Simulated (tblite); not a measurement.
C₅H₆OSSi.
Numbering: `[O:1]=[CH:2][SiH2:3][c:4]1[cH:5][cH:6][cH:7][s:8]1` (hydrogens: H9 on C2; H10, H11 on Si3; H12 on C5; H13 on C6; H14 on C7)

Geometry (GFN2-xTB, Å), atoms numbered from 1 in this order:
```xyz
14
C5H6OSSi angstrom
O     -3.396    0.513   -1.371
C     -2.608    0.540   -0.462
Si    -1.583   -0.974    0.126
C      0.205   -0.420    0.066
C      0.766    0.633   -0.601
C      2.162    0.733   -0.435
C      2.659   -0.250    0.360
S      1.431   -1.313    0.915
H     -2.462    1.494    0.094
H     -1.833   -2.114   -0.753
H     -1.971   -1.243    1.514
H      0.187    1.318   -1.196
H      2.768    1.499   -0.886
H      3.675   -0.417    0.657
```

Method: GFN2-xTB as coded in tblite; computed harmonic values from a numerical Hessian at the method's own geometry, unscaled. The method is semi-empirical: single wavenumbers can be off by several per cent or more. Modes of hydrogen on silicon can be 10 to 20 % off. One conformer, not necessarily the lowest.

Harmonic wavenumbers (cm⁻¹): 28.4, 37.6, 102.3, 147.3, 200.4, 286.0, 403.1, 408.7, 486.0, 529.9, 554.5, 638.8, 664.7, 688.1, 731.2, 746.2, 756.2, 786.8, 820.8, 848.5, 853.6, 988.8, 1074.9, 1100.0, 1184.2, 1328.7, 1364.5, 1434.3, 1533.8, 1752.1, 2240.7, 2287.9, 2668.8, 3114.4, 3129.7, 3163.7.

A = 3554, B = 809.4, C = 673.6 MHz; mass 141.991 u (most abundant isotopes); point group C1, symmetry number 1.

Question: Zero-point energy?

Answer: ½Σν̃ = 19543 cm⁻¹ = 233.79 kJ/mol.

Question: Give the ideal-gas entropy at 400 K and 1 bar in the rigid-rotor, harmonic-oscillator model (classical rotation).

Answer: Translation 176.77, rotation 127.08, vibration 153.66: S = 457.5 J/(mol K).

Question: And Cp and H(400 K) − H(0)?

Answer: Cp = 178.29 J/(mol K), of which vibrations give 145.03 (their classical limit is 36 R = 299.3); H(400 K) − H(0) = 43.41 kJ/mol without the zero-point energy, 30.11 from vibrations.

Question: Blend soft modes into free rotors: weight 1/[1 + (100 cm⁻¹/ν̃)⁴] for the oscillator and the rest for a rotor with moment μB/(μ + B), μ = h/(8π²ν), B = 10⁻⁴⁴ kg m². What vibrational entropy results?

Answer: 135.14 J/(mol K) in place of 153.66, which changes −T·S at 400 K by +7.41 kJ/mol.

Question: What must be added to the electronic energy to get the Gibbs energy at 400 K and 1 bar?

Answer: ZPE + [H(400 K) − H(0)] − T·S = 233.79 + 43.41 − 183.00 = 94.20 kJ/mol.

Hindered rotation and anharmonicity are outside this model. Other conformers, if any are populated, would add a mixing term that is left out. The structure is chiral; the term R ln 2 for an equal mix with its mirror image is left out.

Time: 0.42 s. Hardware: one thread, Arm Neoverse V2 (aarch64), no GPU (shared host). This covers the Hessian and the dipole derivatives.
